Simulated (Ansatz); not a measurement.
Mean bond length (Å) of eight silicon and germanium compounds: PBE-D3(BJ) beside B3LYP-D3(BJ), computed with Ansatz (a quantum-chemistry and plane-wave program) for isolated molecules in the bases named; differences from unrounded values. The eight are the first of their class met in an unordered collection, after screening for sound electronic states; none was chosen by its value. Each level has its own optimised geometry.

| molecule | basis | B3LYP-D3(BJ) | PBE-D3(BJ) | difference |
|---|---|---|---|---|
| 1-chloroethenyl(methyl)silane (C3H7ClSi), SMILES C=C(Cl)[SiH2]C | def2-SVP | 1.395 | 1.403 | 0.007 |
| Si(F)(Cl)(Me)(OH) (CH4ClFOSi), SMILES C[Si](F)(Cl)O | def2-SVP | 1.431 | 1.440 | 0.008 |
| C2H6O2Si, SMILES O=C(O)[SiH2]C | def2-SVP | 1.363 | 1.372 | 0.009 |
| CH5F2NOSi, SMILES F[Si](F)(N)OC | def2-SVP | 1.331 | 1.340 | 0.009 |
| C2H7FSi2, SMILES [SiH2](F)/C=C/[SiH3] | def2-SVP | 1.489 | 1.499 | 0.010 |
| Si(H)2(OMe)(SeH) (CH₆OSeSi), SMILES [SiH2](OC)[SeH] | def2-SVP | 1.459 | 1.469 | 0.010 |
| Si(H)(NCO)(OH)2 (CH3NO3Si), SMILES [SiH](O)(N=C=O)O | def2-SVP | 1.351 | 1.362 | 0.011 |
| C2H9ClSi3, SMILES C=C(Cl)[SiH2][SiH2][SiH3] | def2-SVP | 1.596 | 1.604 | 0.009 |

PBE-D3(BJ) lies below B3LYP-D3(BJ) in 0 and above it in 8 of the eight; the mean signed difference is 0.009 and the largest 0.011 Å.
